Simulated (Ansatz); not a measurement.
`[F][Ge]([F])([F])[SiH3]` and `[F][Ge]([F])([F])[GeH3]` differ in one atom or group.

Ansatz, PBE0-D4/def2-TZVP geometries, multiplicity 1. 

Scalar relativity is left out up to krypton.

```csv
property,`[F][Ge]([F])([F])[SiH3]`
size of the dipole moment (B3LYP/def2-TZVPP) / D,4.13
size of the dipole moment (PBE/def2-TZVPP) / D,3.87
HOMO energy (PBE/def2-TZVPP) / eV,-8.33
LUMO energy (B3LYP/def2-TZVPP) / eV,-1.05
LUMO energy (ωB97M-V/def2-TZVPP) / eV,1.11
HOMO–LUMO gap (ωB97M-V/def2-TZVPP) / eV,12.93
```

Question: Give the same properties after the change, and the shifts. (Best estimate.)

Answer: Ansatz gave: 
```csv
property,`[F][Ge]([F])([F])[GeH3]`,shift
size of the dipole moment (B3LYP/def2-TZVPP) / D,4.16,0.03
size of the dipole moment (PBE/def2-TZVPP) / D,3.92,0.05
HOMO energy (PBE/def2-TZVPP) / eV,-8.24,0.09
LUMO energy (B3LYP/def2-TZVPP) / eV,-1.20,-0.15
LUMO energy (ωB97M-V/def2-TZVPP) / eV,1.07,-0.04
HOMO–LUMO gap (ωB97M-V/def2-TZVPP) / eV,12.75,-0.18
```

With PBE0 the HOMO rises by 0.13 eV and the LUMO falls by 0.10 eV, so the gap narrows by about 0.23 eV. PBE moves the HOMO by 0.09 eV and ωB97M-V by 0.14 eV. Dipoles are sizes alone; their direction can turn.

B3LYP here is the variant with VWN-RPA as its local correlation; programs differ in this.
